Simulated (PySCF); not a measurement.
The vertical singlet excitations below were computed for one of the candidates. Theory: PySCF 2.14.0, density-fitted response routines, TDDFT CAM-B3LYP/def2-SVPD, vertical, gas phase, core orbitals frozen in the response. Geometries: PBE0-D3(BJ)/def2-SVP, one conformer each.

```json
{"state": "S1", "E (eV)": "5.17", "f": "0.031", "main configurations (H = HOMO, L = LUMO)": "H→L (76%), H-1→L+1 (19%)"}
{"state": "S2", "E (eV)": "5.90", "f": "0.079", "main configurations (H = HOMO, L = LUMO)": "H→L+1 (69%), H-1→L (25%)"}
{"state": "S3", "E (eV)": "6.49", "f": "0.0090", "main configurations (H = HOMO, L = LUMO)": "H→L+2 (68%), H→L+4 (10%)"}
{"state": "S4", "E (eV)": "6.63", "f": "0.0075", "main configurations (H = HOMO, L = LUMO)": "H→L+3 (52%), H→L+4 (29%), H→L+6 (10%)"}
{"state": "S5", "E (eV)": "6.84", "f": "0.549", "main configurations (H = HOMO, L = LUMO)": "H-1→L (62%), H→L+1 (21%)"}
{"state": "S6", "E (eV)": "6.91", "f": "0.428", "main configurations (H = HOMO, L = LUMO)": "H-1→L+1 (60%), H→L (16%), H→L+3 (9%)"}
{"state": "S7", "E (eV)": "7.06", "f": "0.102", "main configurations (H = HOMO, L = LUMO)": "H→L+4 (39%), H→L+3 (21%), H→L+2 (12%)"}
{"state": "S8", "E (eV)": "7.28", "f": "0.0053", "main configurations (H = HOMO, L = LUMO)": "H-1→L+2 (47%), H-1→L+3 (31%)"}
{"state": "S9", "E (eV)": "7.50", "f": "0.0053", "main configurations (H = HOMO, L = LUMO)": "H→L+6 (26%), H→L+5 (25%), H-1→L+4 (20%)"}
{"state": "S10", "E (eV)": "7.55", "f": "0.0050", "main configurations (H = HOMO, L = LUMO)": "H-1→L+4 (34%), H→L+5 (18%), H→L+6 (16%)"}
```

Triplets computed (Tamm–Dancoff): 3.98, 4.28, 4.72, 5.40 eV.

Orbital energies (eV): HOMO-3 -10.88, HOMO-2 -10.79, HOMO-1 -8.57, HOMO -7.71, LUMO 0.74, LUMO+1 1.06, LUMO+2 1.33.

**Question.** Which structure fits? All have the formula C8H9FO.
A. `OC[C@H](F)c1ccccc1`
B. `CCOc1ccccc1F`
C. `CO/C=C1/[C@@H](C[C@H]1F)C#C`

**Answer.** B. Its S1, at 5.17 eV, is the lowest among the candidates; the nearest of the others has S1 at 5.43 eV. S1 is HOMO→LUMO (76%), HOMO-1→LUMO+1 (19%). Löwdin shares by element: HOMO carbon 46% or more, oxygen 19% (atoms not listed hold the other 34%); LUMO carbon 64% or more (atoms not listed hold the other 36%). At the same level the other candidates give, for their lowest levels:
- `OC[C@H](F)c1ccccc1`: 5.43 eV (f 0.000); 6.08 eV (f 0.029); 6.97 eV (f 0.648); 6.99 eV (f 0.557); 7.20 eV (f 0.014); T1 4.06 eV; HOMO -8.60, LUMO 0.46 eV
- `C#C[C@@H]1C[C@@H](F)/C1=C\OC`: 5.99 eV (f 0.247); 6.32 eV (f 0.006); 6.45 eV (f 0.016); 6.60 eV (f 0.002); 6.66 eV (f 0.008); T1 3.90 eV; HOMO -8.04, LUMO 0.78 eV

The values belong to the conformer `[CH3:1][CH2:2][O:3][c:4]1[cH:5][cH:6][cH:7][cH:8][c:9]1[F:10]`: C1–C2–O3–C4 -79°, C2–O3–C4–C5 -5°.
